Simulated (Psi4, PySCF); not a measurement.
Pair of molecules: H2O (SMILES O) (first 3 atoms) with HF (SMILES F); geometry from B3LYP-D3(BJ)/def2-TZVP, rigid monomers moved along the line of their centres of mass till O1···H5 is 1.94 Å.
(charge 0, multiplicity 1):
```xyz
5

O     -0.08492    -0.27219     0.32202
H      0.72395    -0.75194     0.11141
H     -0.11087     0.48919    -0.26825
F     -0.29035     0.44281     3.11204
H     -0.25993     0.18549     2.20376
```

Interaction energies are E(AB) − E(A) − E(B) at the monomers' geometry in the complex; basis-set methods are counterpoise corrected. Rows marked so take none.

Correlated levels freeze the cores. Rows in 6-31G* carry no dispersion term and start afresh at each structure (6-31G* with six Cartesian d functions). MP2/6-31G* freezes PySCF's default core.

Codes used: Psi4 for SAPT; PySCF for 6-31G* rows. Values without a source in brackets are computed.

Problem. Estimate the interaction energy that HF/6-31G* (no counterpoise) returns for this input.

Solution. -404 meV

Problem. Give the interaction energy at the level MP2/6-31G* (no counterpoise).

Solution. -452 meV

Problem. What is the computed interaction energy (SAPT0/jun-cc-pV(D+d)Z)?

Solution. -378 meV
